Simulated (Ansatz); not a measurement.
# Reading a saddle point

A first-order saddle point of Si₂H₇ClO, closed shell, PBE0-D4/def2-TZVP, with one imaginary mode of 65i cm⁻¹:

```tsv
atom	x (Å)	y (Å)	z (Å)
Si1	-0.0208	0.2215	-0.6282
O2	-1.2842	1.5316	0.0666
H3	-1.3002	-0.3159	-1.2467
H4	0.6979	0.6588	-1.8490
Si5	0.7335	-1.6405	0.5597
H6	-0.7552	2.2692	0.4302
Cl7	1.2949	1.5984	0.6946
H8	-1.9872	1.8103	-0.5332
H9	0.3097	-2.9008	-0.1143
H10	2.2101	-1.6316	0.7131
H11	0.1016	-1.6009	1.9071
```

Computed with Ansatz 0.2.0 (basis: def2-TZVPP and def2-QZVPP); correlated methods freeze the cores. Extrapolation: Hartree–Fock as exp(−7.88 √X), correlation as X^−2.97.

(1) Which contacts change along the imaginary mode, and what lies on either side? (A judgement: the text doesn't fix the answer.)

(2) Which side is lower, and how far does the saddle lie above each? (An estimate is asked for; the value comes from the calculation.)

No T1 diagnostic of these runs exceeds 0.012.

Results:

(1) Computed: The step is Si₂H₆O ([OH][SiH2][SiH3]) + HCl → Si₂H₅Cl ([SiH3][SiH2][Cl]) + H₂O, with the molecules in contact on both sides. Shortening one way: Si1–Cl7, O2–H6; lengthening the same way: Si1–O2, H6–Cl7.
| pair | one side (Å) | saddle (Å) | other side (Å) |
| --- | --- | --- | --- |
| Si1–Cl7 | 4.17 | 2.32 | 2.08 |
| O2–H6 | 1.80 | 0.98 | 0.96 |
| Si1–O2 | 1.67 | 1.95 | 3.32 |
| H6–Cl7 | 1.30 | 2.17 | 2.62 |

(2) By the calculation: The side with Si1–Cl7, O2–H6 short is lower by 0.97 kcal/mol; the saddle lies 21.02 kcal/mol above it and 20.04 kcal/mol above the other (CCSD(T) at an estimated basis limit (MP2 extrapolated from triple and quadruple zeta, plus CCSD(T) − MP2 in triple zeta); electronic energies).

Hydrogen chloride, the by-product of chloride precursors, can attack films and sites by steps of this kind.

Labels in which every atom is bracketed show which atoms are joined, not bond orders.

For scale, one of the runs: CCSD(T)/def2-TZVPP, 255 basis functions, launched by `ansatz run in.yaml --threads 3 --pin off --events-out ev --progress --plain --max-ram 6092MiB`. The run took 2.3 min on 3 CPU threads of an Intel Xeon (shared host), with 2.4 GiB of host memory at its peak.
